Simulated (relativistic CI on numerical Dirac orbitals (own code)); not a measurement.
# Cu2+ in a cubic cluster: 3p photoemission with charge transfer

Computed with a charge-transfer multiplet model of a cubic metal-ligand cluster with up to one ligand hole, Slater and spin-orbit integrals from Dirac-Coulomb-Breit ions, Slater integrals scaled by 0.7. The ground state mixes d9 with configurations of k ligand holes L, whose averages lie at kΔ + k(k − 1)U_dd/2; a core hole lowers each added d electron by U_cd. 20 K, Lorentzian 0.9 eV and Gaussian 0.8 eV FWHM.

Atomic integrals in eV (Slater integrals scaled, ζ unscaled), ground: F2dd 9.683, F4dd 6.042, zeta_d 0.099; with the core hole: F2dd 9.683, F4dd 6.042, zeta_d 0.108, zeta_core 1.726, F2cd 10.443, G1cd 12.885, G3cd 7.851.

Cluster parameters (eV): U_dd = 8.2, U_cd = 10.5, 10Dq = 1, 10Dq(ligand) = 1.5, V(eg) = 2.8, V(t2g) = -1.38, final-state hopping factor = 1.

| Case | n_d | d9 | d10L | S |
| --- | --- | --- | --- | --- |
| Δ = -0.3 eV | 9.55 | 0.45 | 0.55 | 0.50 |
| Δ = 0.7 eV | 9.46 | 0.54 | 0.46 | 0.50 |
| Δ = 1.7 eV | 9.38 | 0.62 | 0.38 | 0.50 |
| Δ = 3.7 eV | 9.24 | 0.76 | 0.24 | 0.50 |
| Δ = 4.7 eV | 9.19 | 0.81 | 0.19 | 0.50 |

Weights, n_d and S are thermal averages at 20 K. Binding energies count from the first peak over 30 % of the highest in each spectrum, which can be another peak from case to case. The parameters are a model scan and need not match a compound or its usual spin state. Peaks in eV (height, largest 100):
- Δ = -0.3 eV: 0.0 (100), 2.6 (53), 9.9 (10), 12.0 (5), 14.1 (12), 20.1 (7)
- Δ = 0.7 eV: 0.0 (100), 2.6 (53), 9.1 (13), 11.2 (7), 13.3 (16), 19.2 (10)
- Δ = 1.7 eV: 0.0 (100), 2.5 (53), 8.2 (17), 10.3 (9), 12.3 (21), 18.3 (13)
- Δ = 3.7 eV: 0.0 (100), 2.6 (52), 6.8 (23), 10.7 (31), 16.7 (20)
- Δ = 4.7 eV: 0.0 (100), 2.6 (51), 6.1 (23), 10.0 (34), 15.9 (22)

For the case Δ = 1.7 eV, Δ = 1.7 eV is smaller than U_dd = 8.2 eV, the charge-transfer side of the Zaanen-Sawatzky-Allen scheme. With the core hole the configuration with one ligand hole lies at Δ − U_cd = -10.8, -9.8, -8.8, -6.8, -5.8 eV from the one without, in the order of the table; where this is negative the screened configuration lies lower.
